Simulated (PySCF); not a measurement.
Species: C₅H₁₁ClSi.
Numbering: `[CH3:1][C@@H:2]1[CH2:3][CH2:4][Si@@H:5]1[CH2:6][Cl:7]` (hydrogens: H8, H9, H10 on C1; H11 on C2; H12, H13 on C3; H14, H15 on C4; H16 on Si5; H17, H18 on C6)

Structure used (GFN2-xTB), in Å, numbered top down from 1:
```
atom  x, y, z in Å
C1    -0.6860    1.7362   -0.2407
C2    -0.5436    0.3774   -0.9146
C3    -1.5824   -0.6534   -0.4164
C4    -0.6906   -1.5373    0.4776
Si5    0.8770   -0.7409   -0.2686
C6     2.1306    0.0318    0.9474
Cl7    3.3912    0.8506   -0.0134
H8    -0.6914    1.6316    0.8425
H9     0.1370    2.3912   -0.5183
H10   -1.6188    2.2133   -0.5394
H11   -0.5927    0.5198   -1.9946
H12   -1.9862   -1.2287   -1.2476
H13   -2.4147   -0.1959    0.1165
H14   -0.8407   -2.6021    0.3262
H15   -0.8476   -1.3348    1.5351
H16    1.6133   -1.5253   -1.2621
H17    2.6365   -0.7119    1.5570
H18    1.7001    0.7849    1.6017
```

A PySCF run (density fitting, gas phase, GFN2-xTB geometry) gave HOMO -7.51 eV, LUMO 0.59 eV, dipole 2.33 D.

Question: Which of these levels was it?
A. WP04/6-31G*
B. PBE0/pcSseg-0
C. PBE0/6-31G
D. PBE0/pcSseg-1
E. revPBE/def2-SVPD

Answer: C. It is PBE0/6-31G. All candidates on this geometry:

```
                                             level and settings                                   kind  basis functions  SCF cycles     E (Eh)  HOMO (eV)  LUMO (eV)  dipole (D)
revPBE/def2-SVPD, level shift 0.3 Eh, energy threshold 1e-06 Eh                                    GGA              239           8  -946.2638      -6.32      -0.77        1.89
                                      WP04/6-31G*, grid level 4  global hybrid fitted to proton shifts              128          13  -959.4343      -8.58      -1.46        2.04
                                                  PBE0/pcSseg-1                          global hybrid              188          12  -946.2604      -7.62       0.31        1.94
                                                     PBE0/6-31G                          global hybrid               93          12  -946.1841      -7.51       0.59        2.33
                                 PBE0/pcSseg-0, start guess sap                          global hybrid               93          18  -945.0122      -7.79       0.49        2.13
```

The nearest other candidate, by the summed differences of HOMO and LUMO, is PBE0/pcSseg-0: its HOMO differs by -0.28 eV and its LUMO by -0.10 eV. Cycle counts include a coarse-grid stage where the run had one. All basis functions are spherical, in the Pople sets too. WP04 was designed for NMR shieldings or shifts; total energies of different functionals aren't comparable.
